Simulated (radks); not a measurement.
Values are calculated unless marked as measured or tabulated.
Task: O III, configuration [He] 2s2 2p1.75 3p0.25 (fractional occupations, a model configuration). Level of theory: scalar-relativistic Kohn-Sham, SOGGA, spin-polarised, spherical densities, finite nucleus; open shells are filled with parallel spins first; Fermi nuclear charge, rms radius 2.6991 fm (a radial shooting solver on a logarithmic mesh with Libxc functionals). Some entries of the table are withheld. Estimate them.

| orbital | occ. | eigenvalue (Ry) | r(max) (bohr) |
|---|---|---|---|
| 1s up | 1 | -41.17643 | 0.1295 |
| 1s down | 1 | -41.04859 | 0.1293 |
| 2s up | 1 | -4.59650 | (1) |
| 2s down | 1 | -4.26882 | (2) |
| 2p up | 1.75 | -3.50518 | 0.7290 |
| 2p down | 0 | -3.16229 | 0.7459 |
| 3s up | 0 | -1.17057 | (3) |
| 3p up | 0.25 | -0.94234 | 3.001 |
| 3d up | 0 | -0.68482 | 3.063 |

Result: 
(1) 2s up r(max) (bohr): 0.8244
(2) 2s down r(max) (bohr): 0.8343
(3) 3s up r(max) (bohr): 2.745
